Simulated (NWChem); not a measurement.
System: CoHOF, quartet; SMILES [OH][Co][F]

Here is an NWChem input.

```
start job
memory heap 200 mb stack 900 mb global 1100 mb
geometry units angstroms
  Co    -0.013900    -0.010302     0.014890
  F      0.970380     0.731103    -1.057716
  O     -1.001768    -0.755658     1.093149
  H     -1.576301    -1.183216     1.714029
end
basis spherical
  * library def2-svp
end
dft
  odft
  mult 4
  xc pbe0
  iterations 150
end
driver
  maxiter 120
end
task dft optimize
task dft freq
```

This spin state was assumed; another may lie lower. The optimisation ended at a saddle point (imaginary frequency).

The level has its own optimisation; frequencies are unscaled.

Q: Predict the main results of this run. (PBE0/def2-SVP, spin-unrestricted.) Quantities: r Co–F (Å); r Co–O (Å); r H–O (Å); highest harmonic frequency (cm⁻¹); lowest (cm⁻¹); zero-point energy (kcal/mol); dipole (D).

A: The r Co–F (Å) is 1.720. The r Co–O (Å) comes out as 1.705, the r H–O (Å) comes out as 0.952 and the highest harmonic frequency (cm⁻¹) comes out as 4084. The lowest (cm⁻¹) is -317 and the zero-point energy (kcal/mol) comes out as 8.5. The dipole (D) is 2.55.
